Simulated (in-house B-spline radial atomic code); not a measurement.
Response and correlation of Os³⁰⁺

Closed shell [Kr] 4d10. Computed with an all-electron radial atomic-structure program (B-spline basis): Dirac-Hartree-Fock, relativistic RPA (time-dependent Dirac-Hartree-Fock) for the response and second-order many-body perturbation theory for correlation, no-pair Dirac-Coulomb Hamiltonian, finite nucleus.

Command:
```bash
python run_mb.py task.json out
```
Settings (nuclear radius in fm, box in bohr, cutoff in hartree):
```
basis_form          2
Z                   76
core_configuration  [Kr] 4d10
rms_radius          5.4126
mass_number         192
speed_of_light      137.036
box_radius          2.885
lmax                7
intervals           57
virtual_cutoff      144400.0
```

Run time, properties included: 8.1 s on 1 thread of Arm Neoverse V2 (shared host).

```csv
"multipole (bohr³, bohr⁵, bohr⁷)",uncoupled,coupled RPA
dipole,0.076922,0.06546
quadrupole,0.011394,?
octupole,0.0040438,0.0043334
```

(1) What is the coupled quadrupole polarisability?

(2) Which subshells carry the dipole polarisability?

(3) What does the dipole shielding factor come to?

Dipole polarisability at imaginary frequency:

| u (Eh) | α(iu) (bohr³) |
| --- | --- |
| 0 | 0.06546 |
| 3.45 | 0.05957 |
| 8.63 | 0.04189 |
| 17.3 | 0.02311 |
| 25.9 | 0.01481 |
| 34.5 | 0.01048 |
| 51.8 | 0.006207 |
| 69 | 0.004189 |
| 86.3 | 0.003039 |
| 121 | 0.001821 |
| 173 | 0.001021 |
| 259 | 0.00051 |
| 345 | 0.0003051 |
| 518 | 0.0001443 |
| 863 | 5.49e-05 |
| 1730 | 1.425e-05 |

(4) What dispersion coefficients follow for two such ions (the dispersion part alone)?

Lowest J = 1 odd-parity excitations:

| energy (eV) | oscillator strength | leading channel | weight |
| --- | --- | --- | --- |
| 202.61 | 0.000923 | 4d5/2 → f5/2 | 0.846 |
| 219.3 | 0.107 | 4d5/2 → f7/2 | 0.427 |
| 264.92 | 4.54 | 4d3/2 → f5/2 | 0.579 |
| 461.48 | 0.351 | 4d3/2 → p1/2 | 0.988 |
| 475.26 | 0.594 | 4d5/2 → p3/2 | 0.976 |
| 494.38 | 0.0703 | 4d3/2 → p3/2 | 0.982 |
| 602.82 | 0.448 | 4p3/2 → s1/2 | 0.994 |
| 644.74 | 0.0354 | 4d5/2 → f5/2 | 0.829 |

Second-order correlation energy by the highest angular momentum of the excited pair (hartree): s -0.0294, p -0.2381, d -0.6173, f -1.298, g -0.413, h -0.1839, i -0.08402, k -0.04305.

(5) What is the second-order correlation energy at the partial-wave limit?

Results:

(1) 0.011748 atomic units, +3 % against the uncoupled value.

(2) 4d5/2 57.7 %, 4d3/2 35.7 %, 4p3/2 3.7 %.

(3) The dipole shielding factor is 0.606, against the exact N/Z = 46/76 = 0.605 of the non-relativistic theorem.

(4) C6 = (3/π)∫α(iu)²du = 0.04063 hartree·bohr⁶ and C8 = 0.04777 hartree·bohr⁸.

(5) The listed waves sum to -2.9066 hartree; extrapolating the increments as (l + 1/2)⁻⁴ gives -2.9946 hartree, -1.77 eV per electron.
